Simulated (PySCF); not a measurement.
C3H6FNSi, SMILES N1(C=CC1)[SiH2]F. Atoms are numbered in the order given.

```xyz
12

F      1.9991    -0.1144     1.2210
Si     1.3754     0.0448    -0.2927
N     -0.3509     0.0063    -0.3580
C     -1.3560    -0.9917    -0.3179
C     -2.3937    -0.1575    -0.0336
C     -1.4169     1.0052    -0.0233
H      1.8031     1.3889    -0.7908
H      1.8736    -1.1182    -1.0915
H     -1.2013    -2.0679    -0.4935
H     -3.4749    -0.2541     0.1000
H     -1.2514     1.5021     0.9565
H     -1.5406     1.7723    -0.8173
```
Charge 0, spin multiplicity 1.

Geometry optimised at PBE-D3(BJ)/def2-SVP. This is a generated structure with no PubChem entry under its InChIKey; it may be hypothetical. Other conformers were not sampled.

Calculation: PBE/pcSseg-1 (PySCF).

GIAO shieldings, no solvent; atoms listed in one row are averaged. δ = σ(ref) − σ: ¹⁹F against CFCl3 (σ = 133.6 ppm); ²⁹Si against TMS (σ = 335.4 ppm); ¹⁵N against NH3 (σ = 267.0 ppm); ¹³C against TMS (σ = 182.0 ppm); ¹H against TMS (σ = 31.49 ppm), references at their B3LYP-D3(BJ)/def2-TZVP geometries, non-relativistic.

**Question.** Estimate the chemical shifts. (An estimate is asked for; the answer gives what the named calculation found.)

**Answer.** 
| nucleus | atoms | count | δ (ppm) |
|---|---|---|---|
| ¹⁹F | F1 | 1 | -175.5 |
| ²⁹Si | Si2 | 1 | -34.1 |
| ¹⁵N | N3 | 1 | 143.7 |
| ¹³C | C4 | 1 | 152.5 |
| ¹³C | C5 | 1 | 115.9 |
| ¹³C | C6 | 1 | 66.7 |
| ¹H | H9 | 1 | 7.15 |
| ¹H | H10 | 1 | 5.97 |
| ¹H | H8 | 1 | 5.50 |
| ¹H | H7 | 1 | 5.27 |
| ¹H | H11 | 1 | 5.22 |
| ¹H | H12 | 1 | 5.03 |
